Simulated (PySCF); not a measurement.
How methods differ on the ionisation energy of Hg(52+)

Hg(52+) [Ar] 3d10 (1S) → Hg(53+) [Ar] 3d9 (2D), as a difference of total energies. Computed with PySCF 2.14 in an uncontracted even-tempered set (16 s from 13 bohr⁻², ratio 2.5; 10 p from 17 bohr⁻², ratio 2.5; 7 d from 17 bohr⁻², ratio 2.5; 4 f from 69 bohr⁻², ratio 2.7; 3 g from 100 bohr⁻², ratio 2.7), with the non-relativistic Hamiltonian (point nucleus). Correlated levels: outer shells: [Ne] frozen; virtual orbitals above 40 to 60 times the deepest correlated orbital energy dropped. The calculations carry no spin-orbit coupling.

| method | ionisation energy (eV) |
| --- | --- |
| UHF | 5081.7 |
| LDA | 5078.3 |
| PBE | 5077.6 |
| PBE0 | 5079.2 |
| r2SCAN | 5079.8 |
| PW91 | 5078.1 |
| B97-3 | 5080.0 |
| MP2 (outer shells) | 5083.3 |
| SCS-MP2 (outer shells) | 5083.0 |

A first-order spin-orbit estimate (lowest level to lowest level, LS coupling) adds -35.962 eV.

The gap to the reference is mostly relativistic.

For comparison: 5055 ± 4 eV (theoretical estimate listed by NIST; NIST Atomic Spectra Database, ionization energies).
